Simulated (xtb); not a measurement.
xtb input (GFN2-xTB):

```bash
xtb mol.xyz --gfn 2 --ohess tight --chrg -1 --uhf 0
```
mol.xyz:
```
12

N      0.98933977     1.65339557     0.12273171
Si     1.56081060     0.10557995    -0.05428369
O      0.29837808    -1.07726462    -0.30204011
Si    -1.26355890    -0.63716065    -0.30722296
N     -1.78726007     0.53848104     0.82118993
H      0.98042021     2.17925608    -0.67572856
H      2.20709791    -0.45735229     1.23703563
H      2.55715687    -0.25729899    -1.16159046
H     -1.59652821    -0.00911122    -1.70845103
H     -2.10406185    -1.78558769    -0.15936851
H     -1.97777621     0.17695428     1.74721197
H     -1.07664349     1.23103978     0.95676707
```

End of the output:

```
           -------------------------------------------------
          | TOTAL ENERGY              -17.258922073080 Eh   |
          | TOTAL ENTHALPY            -17.175020239148 Eh   |
          | TOTAL FREE ENERGY         -17.216432258916 Eh   |
          | GRADIENT NORM               0.000264074923 Eh/α |
          | HOMO-LUMO GAP               4.315708630421 eV   |
           -------------------------------------------------

------------------------------------------------------------------------
Note: The following floating-point exceptions are signalling: IEEE_UNDERFLOW_FLAG IEEE_DENORMAL
normal termination of xtb
------------------------------------------------------------------------
 total:
 SCF:
 ANC optimizer:
 analytical hessian:
```

It need not be the lowest isomer of its formula. Whether it binds its extra electron was not tested at this geometry.
